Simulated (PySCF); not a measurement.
Input file for PySCF: R-MP2/6-31G* on H4OSi (SMILES O[SiH3]) with ghost functions, monomers drawn apart or pushed together.

```python
from pyscf import gto, scf, dft, mp
from pyscf.data.elements import chemcore

mol = gto.M(
    atom='''
    O    -1.18697569    0.69196902    4.54388103
    Si   -0.41357210    0.57625171    6.00216581
    H    -2.08889942    1.01997968    4.52275565
    H    -0.30293278    1.89980625    6.66308619
    H     0.92947011    0.04713277    5.69991842
    H    -1.12789710   -0.34206423    6.92264916
    ghost-Ge    0.39343159   -0.39215481    0.44313808
    ghost-H   -0.90285126   -1.19267803    0.62537068
    ghost-H    1.37107651   -0.70007824    1.58412865
    ghost-H    0.08431789    1.11010137    0.40104872
    ghost-H    1.04380532   -0.80140123   -0.89260912
    ''',
    basis='6-31g*',
    cart=True,
    charge=0, spin=0, verbose=3, max_memory=1800)
mf = scf.RHF(mol)
mf.conv_tol = 1e-8
mf.max_cycle = 100
mf.kernel()
if not mf.converged:
    mf = mf.newton().run(mf.mo_coeff, mf.mo_occ)
pt = mp.MP2(mf, frozen=chemcore(mol)).run()
```

Q: Predict the final total energy.

A: -366.3910 hartree.
